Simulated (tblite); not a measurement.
A tight-binding relaxation on `C=C(BO[SiH3])C1CCC1`.

Computed with GFN2-xTB geometry optimisation, gas phase (tblite 0.8.0). Start geometry: from a force field or distance geometry. The command runs a driver script over a list of jobs; the input below is this job's line of settings and its coordinates in Å.

Command:
```bash
OMP_NUM_THREADS=1 python probes_run.py task.json out
```

Input:
```
{"job": {"kind": "relax", "xc": "GFN2-xTB", "basis": "xTB"}, "charge": 0, "multiplicity": 1}
C     -0.447200     2.158900     0.404600
C      0.002000     1.049300    -0.154300
B      1.568000     0.794800    -0.288100
O      2.447100     0.815400     0.864800
Si     3.722000    -0.319400     0.722800
C     -0.907600     0.006400    -0.634600
C     -1.079200    -1.229300     0.225400
C     -2.476600    -1.306500    -0.365700
C     -2.371100     0.208700    -0.505500
H      0.222100     2.947800     0.779700
H     -1.522700     2.349000     0.514200
H      1.945500     0.122500    -1.203200
H      5.039900     0.356800     0.810200
H      3.721100    -1.309600     1.818800
H      3.580400    -0.976600    -0.576500
H     -0.639800    -0.325200    -1.653900
H     -1.167200    -1.054800     1.304700
H     -0.396100    -2.023300    -0.111400
H     -2.416300    -1.836200    -1.340000
H     -3.262800    -1.657000     0.331900
H     -2.775500     0.754400     0.359700
H     -2.796600     0.493100    -1.496500
```

Output:
```
step      E/eV     max force
  0    -721.24467    3.349
  1    -721.70063    1.912
  2    -721.95272    1.169
  3    -722.07640    0.984
  4    -722.20428    0.859
  5    -722.28147    0.638
  6    -722.34144    0.676
  7    -722.38513    0.558
  8    -722.41976    0.414
  9    -722.44593    0.396
... (186 lines left out)
196    -722.90028    0.031
197    -722.90038    0.022
198    -722.90045    0.020
199    -722.90053    0.016
200    -722.90059    0.016
201    -722.90064    0.017
202    -722.90069    0.014
203    -722.90072    0.012
204    -722.90075    0.013
205    -722.90077    0.009
```

«max force» is the largest atomic force in eV/Å.

Question: From which step on does the largest force stay under 0.1 eV/Å, and how much energy is left to gain from there?

Answer: From step 150 (0.093 eV/Å), 28.1 meV above the end.

Main results: energy lowered by 38.2 kcal/mol over 205 steps; largest atomic force 0.009 eV/Å at the end.

Question: Give the final coordinates.

Answer: 1.201 Å rms from the input after alignment:
```
atom  x, y, z in Å
C1     0.2247    1.6335    0.5515
C2     0.2183    0.5666   -0.2462
B3     1.5571   -0.1444   -0.6808
O4     2.6801    0.0019   -0.0045
Si5    3.6780    0.4911    1.1605
C6    -1.0671    0.0400   -0.8222
C7    -1.2928   -1.4846   -0.7589
C8    -2.7390   -1.2309   -0.3103
C9    -2.3866    0.2400   -0.0503
H10    1.1472    2.0272    0.9481
H11   -0.6718    2.1697    0.8242
H12    1.5870   -0.8199   -1.6494
H13    4.2214    1.7688    0.7006
H14    2.9772    0.6418    2.4394
H15    4.6902   -0.5610    1.2476
H16   -1.1535    0.3980   -1.8522
H17   -0.6880   -1.9546    0.0141
H18   -1.1641   -2.0320   -1.6898
H19   -3.4554   -1.3548   -1.1201
H20   -3.0803   -1.8006    0.5517
H21   -2.2186    0.4420    1.0055
H22   -3.0745    0.9817   -0.4514
```

Time: 3.1 s wall. Hardware: Arm Neoverse N1, one thread, shared host with 64 logical CPUs at a one-minute load of 62.
Labels such as C1 count atoms from 1, the log's own numbers from 0.
